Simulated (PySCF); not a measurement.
PySCF input file for BCl, SMILES [B]Cl (connectivity only; charge and spin as stated), charge +1, multiplicity 2, TDA-B3LYP/def2-TZVPD. The structure is a stationary point at B3LYP-D3(BJ)/def2-TZVPD.

```python
import numpy as np
from pyscf import gto, scf, dft, tdscf

mol = gto.M(
    atom='''
    B     0.00000000    0.00000000   -1.23657465
    Cl    0.00000000    0.00000000    0.36369843
    ''',
    basis='def2-TZVPD',
    charge=1,
    spin=1,
    max_memory=1600,
    verbose=4,
)
mf = dft.UKS(mol, xc='b3lyp').density_fit(auxbasis='def2-universal-jkfit')
mf.grids.level = 3
mf.conv_tol = 1e-9
mf.max_cycle = 100
mf.kernel()
fine, coarse = mf.grids, dft.Grids(mol).set(level=1).build(with_non0tab=True)
for _ in range(3):  # follow internal instabilities
    mf.grids = coarse
    mo, _, stable, _ = mf.stability(return_status=True, nroots=4)
    mf.grids = fine
    if stable:
        break
    mf.kernel(mf.make_rdm1(mo, mf.mo_occ))
mf.grids = dft.Grids(mol).set(level=1).build(with_non0tab=True)  # coarser grid for the response kernel
td = tdscf.TDA(mf)
td.nstates = 10
td.conv_tol = 1e-4
td.positive_eig_threshold = 1e-6
td.kernel(x0=td.get_init_guess(mf, 15))
td.analyze()
```

Output:

```
PySCF version 2.14.0

[INPUT] verbose = 4
[INPUT] num. atoms = 2
[INPUT] num. electrons = 21
[INPUT] charge = 1
[INPUT] spin (= nelec alpha-beta = 2S) = 1
[INPUT] symmetry False subgroup None
[INPUT] Mole.unit = angstrom
[INPUT] Symbol           X                Y                Z      unit          X                Y                Z       unit  Magmom
[INPUT]  1 B      0.000000000000   0.000000000000  -1.236574650000 AA    0.000000000000   0.000000000000  -2.336787421080 Bohr   0.0
[INPUT]  2 Cl     0.000000000000   0.000000000000   0.363698430000 AA    0.000000000000   0.000000000000   0.687290424634 Bohr   0.0

nuclear repulsion = 28.1077420412521
number of shells = 29
number of NR pGTOs = 124
number of NR cGTOs = 83
basis = def2-TZVPD
ecp = {}


[settings echo left out]
init E= -485.234059703841
  alpha nocc = 11  HOMO = -0.24851125796523  LUMO = -0.081603190177324
  beta  nocc = 10  HOMO = -0.408600969169736  LUMO = -0.248511257965234

WARN: HOMO -0.24851125796523 >= LUMO -0.248511257965234

cycle= 1 E= -484.61506772756  delta_E= 0.619  |g|= 0.212  |ddm|= 0.884
  alpha nocc = 11  HOMO = -0.698925813597785  LUMO = -0.409207453647029
  beta  nocc = 10  HOMO = -0.691729604619143  LUMO = -0.543560115343904
  HOMO = -0.691729604619  LUMO = -0.543560115344  gap/eV = 4.03190
cycle= 2 E= -484.577091294968  delta_E= 0.038  |g|= 0.365  |ddm|= 0.514
  alpha nocc = 11  HOMO = -0.643395235275765  LUMO = -0.366424843497539
  beta  nocc = 10  HOMO = -0.705470598875216  LUMO = -0.477832819343028
  HOMO = -0.643395235276  LUMO = -0.477832819343  gap/eV = 4.50518
cycle= 3 E= -484.658270915177  delta_E= -0.0812  |g|= 0.0666  |ddm|= 0.289
  alpha nocc = 11  HOMO = -0.630460930328653  LUMO = -0.34644920550642
  beta  nocc = 10  HOMO = -0.682511679258118  LUMO = -0.454139158993083
  HOMO = -0.630460930329  LUMO = -0.454139158993  gap/eV = 4.79796
cycle= 4 E= -484.659910907805  delta_E= -0.00164  |g|= 0.00958  |ddm|= 0.0621
  alpha nocc = 11  HOMO = -0.630324541339768  LUMO = -0.343423843137012
  beta  nocc = 10  HOMO = -0.682050358585001  LUMO = -0.448228103506015
  HOMO = -0.63032454134  LUMO = -0.448228103506  gap/eV = 4.95510
cycle= 5 E= -484.65997068893  delta_E= -5.98e-05  |g|= 0.00313  |ddm|= 0.0113
  alpha nocc = 11  HOMO = -0.630664135266862  LUMO = -0.342828387845621
  beta  nocc = 10  HOMO = -0.681508676299743  LUMO = -0.447234869955494
  HOMO = -0.630664135267  LUMO = -0.447234869955  gap/eV = 4.99136
cycle= 6 E= -484.659979034106  delta_E= -8.35e-06  |g|= 0.00094  |ddm|= 0.00428
  alpha nocc = 11  HOMO = -0.630887418370932  LUMO = -0.342912490202225
  beta  nocc = 10  HOMO = -0.681925849268651  LUMO = -0.447237629115197
  HOMO = -0.630887418371  LUMO = -0.447237629115  gap/eV = 4.99737
cycle= 7 E= -484.659980421141  delta_E= -1.39e-06  |g|= 0.000322  |ddm|= 0.00159
  alpha nocc = 11  HOMO = -0.630879141371143  LUMO = -0.342787818018407
  beta  nocc = 10  HOMO = -0.681895354986517  LUMO = -0.447130308400659
  HOMO = -0.630879141371  LUMO = -0.447130308401  gap/eV = 5.00006
cycle= 8 E= -484.659980700785  delta_E= -2.8e-07  |g|= 8.54e-05  |ddm|= 0.000895
  alpha nocc = 11  HOMO = -0.630870146917783  LUMO = -0.342763740712739
  beta  nocc = 10  HOMO = -0.681915702303557  LUMO = -0.447117251397604
  HOMO = -0.630870146918  LUMO = -0.447117251398  gap/eV = 5.00017
cycle= 9 E= -484.659980716814  delta_E= -1.6e-08  |g|= 9.24e-06  |ddm|= 0.000234
  alpha nocc = 11  HOMO = -0.630869847876191  LUMO = -0.34276278600237
  beta  nocc = 10  HOMO = -0.681916843122489  LUMO = -0.447116538588219
  HOMO = -0.630869847876  LUMO = -0.447116538588  gap/eV = 5.00018
cycle= 10 E= -484.659980716962  delta_E= -1.48e-10  |g|= 2e-06  |ddm|= 2.12e-05
  alpha nocc = 11  HOMO = -0.6308694730109  LUMO = -0.342762521025799
  beta  nocc = 10  HOMO = -0.681916997638975  LUMO = -0.447116071623707
  HOMO = -0.630869473011  LUMO = -0.447116071624  gap/eV = 5.00018
Extra cycle  E= -484.659980716964  delta_E= -1.36e-12  |g|= 2.25e-06  |ddm|= 3.34e-06
converged SCF energy = -484.659980716964  <S^2> = 0.75512511  2S+1 = 2.0051186
tot grids = 11496
uhf_internal: lowest eigs of H = [0.30111373 0.30111555 0.35922205 0.39441948]
<class 'pyscf.df.df_jk.DFUKS'> wavefunction is stable in the internal stability analysis
tot grids = 11496
Overwritten attributes  positive_eig_threshold  of <class 'pyscf.tdscf.uks.TDA'>


******** <class 'pyscf.tdscf.uks.TDA'> for <class 'pyscf.df.df_jk.DFUKS'> ********
nstates = 10
deg_eia_thresh = 1.000e-03
wfnsym = None
conv_tol = 0.0001
eigh lindep = 1e-12
eigh level_shift = 0
eigh max_cycle = 100


Excitation energies (eV)
[4.52185772 4.52185773 5.19416544 5.19416545 6.05001537 6.18396261
 6.18396649 6.49608268 7.35037985 7.3504112 ]

** Excitation energies and oscillator strengths **
Excited State   1:      4.52186 eV    274.19 nm  f=0.0013
      11a ->   12a     -0.55054
      11a ->   13a      0.22245
      10b ->   11b      0.80000
Excited State   2:      4.52186 eV    274.19 nm  f=0.0013
      11a ->   12a      0.22245
      11a ->   13a      0.55054
       9b ->   11b     -0.80000
Excited State   3:      5.19417 eV    238.70 nm  f=0.0352
      11a ->   12a     -0.73962
      11a ->   13a      0.29885
      10b ->   11b     -0.59469
Excited State   4:      5.19417 eV    238.70 nm  f=0.0352
      11a ->   12a      0.29885
      11a ->   13a      0.73962
       9b ->   11b      0.59469
Excited State   5:      6.05002 eV    204.93 nm  f=0.0021
       9a ->   12a      0.46433
       9a ->   13a      0.28012
      10a ->   12a     -0.28012
      10a ->   13a      0.46433
       8b ->   11b      0.17087
       9b ->   12b     -0.24953
       9b ->   13b     -0.35380
      10b ->   12b     -0.35380
      10b ->   13b      0.24953
Excited State   6:      6.18396 eV    200.49 nm  f=0.0000
       9a ->   12a      0.37468
       9a ->   13a      0.55467
      10a ->   12a      0.55467
      10a ->   13a     -0.37468
       9b ->   12b     -0.22053
      10b ->   13b     -0.22053
Excited State   7:      6.18397 eV    200.49 nm  f=0.0000
       9a ->   12a      0.55467
       9a ->   13a     -0.37468
      10a ->   12a     -0.37468
      10a ->   13a     -0.55467
       9b ->   13b      0.22054
      10b ->   12b     -0.22054
Excited State   8:      6.49608 eV    190.86 nm  f=0.0000
       9a ->   12a      0.36508
       9a ->   13a     -0.60516
      10a ->   12a      0.60516
      10a ->   13a      0.36508
Excited State   9:      7.35038 eV    168.68 nm  f=0.0000
       9a ->   12a      0.18628
       9a ->   13a     -0.12584
      10a ->   12a     -0.12584
      10a ->   13a     -0.18628
       9b ->   12b      0.10758
       9b ->   13b     -0.66094
      10b ->   12b      0.66094
      10b ->   13b      0.10758
Excited State  10:      7.35041 eV    168.68 nm  f=0.0000
       9a ->   12a      0.12583
       9a ->   13a      0.18628
      10a ->   12a      0.18628
      10a ->   13a     -0.12583
       9b ->   12b      0.66095
       9b ->   13b      0.10758
      10b ->   12b     -0.10758
      10b ->   13b      0.66095

** Transition electric dipole moments (AU) **
state          X           Y           Z        Dip. S.      Osc.
  1         0.0382     -0.1021     -0.0000      0.0119      0.0013
  2         0.1021      0.0382      0.0000      0.0119      0.0013
  3         0.1846     -0.4927     -0.0000      0.2768      0.0352
  4         0.4927      0.1846     -0.0000      0.2769      0.0352
  5        -0.0000      0.0000     -0.1183      0.0140      0.0021
  6         0.0000      0.0000     -0.0000      0.0000      0.0000
  7        -0.0000      0.0000      0.0000      0.0000      0.0000
  8        -0.0000      0.0000      0.0000      0.0000      0.0000
  9        -0.0000      0.0000     -0.0000      0.0000      0.0000
 10         0.0000     -0.0000      0.0000      0.0000      0.0000

** Transition velocity dipole moments (imaginary part, AU) **
state          X           Y           Z        Dip. S.      Osc.
  1        -0.0002      0.0006     -0.0000      0.0000      0.0000
  2        -0.0007     -0.0002      0.0000      0.0000      0.0000
  3         0.0196     -0.0522     -0.0000      0.0031      0.0109
  4         0.0522      0.0196     -0.0000      0.0031      0.0109
  5        -0.0000      0.0000      0.0266      0.0007      0.0021
  6         0.0000      0.0000      0.0000      0.0000      0.0000
  7         0.0000      0.0000     -0.0000      0.0000      0.0000
  8         0.0000     -0.0000     -0.0000      0.0000      0.0000
  9         0.0000     -0.0000     -0.0000      0.0000      0.0000
 10         0.0000      0.0000     -0.0000      0.0000      0.0000

** Transition magnetic dipole moments (imaginary part, AU) **
state          X           Y           Z
  1         0.6492      0.2431      0.0000
  2        -0.2431      0.6492      0.0000
  3         0.7832      0.2933      0.0000
  4        -0.2933      0.7832      0.0000
  5         0.0000      0.0000     -0.0000
  6        -0.0000      0.0000     -0.0000
  7        -0.0000     -0.0000     -0.0000
  8         0.0000      0.0000     -0.0000
  9         0.0000      0.0000      0.0000
 10        -0.0000      0.0000     -0.0000
```

Self-consistency was reached.

Cost: around 13 core-seconds (rough).
